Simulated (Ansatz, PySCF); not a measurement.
Gas-phase reaction in SMILES: C#C (C2H2) [acetylene] + 3 [H][H] (H2) -> 2 C (CH4)
Geometries: B3LYP-D3(BJ)/def2-TZVP minima from Ansatz (a first-principles code).

Quantity: energy of full hydrogenation (0 K, with B3LYP-D3(BJ) harmonic zero-point energies from PySCF), in eV. Valence correlation only, unless marked. Spin-orbit coupling is left out. No relativistic terms. Basis-set limits of correlation are two-point, X^-3; Hartree-Fock from the larger set.

CCSD(T)/CBS(def2-TZVPPD,def2-QZVPPD) (Ansatz) gives -3.78 eV.

Question: Another calculation gave -4.00 eV. Which level was it?
A. CAM-B3LYP/def2-TZVPD (Ansatz)
B. LC-wPBE/def2-TZVPD (Ansatz)
C. M06-2X/def2-TZVPD (PySCF)
D. BLYP/def2-TZVPD (Ansatz)

Answer: A, CAM-B3LYP/def2-TZVPD (Ansatz). The others give -4.27 (LC-wPBE), -3.75 (M06-2X), -3.47 (BLYP) eV.
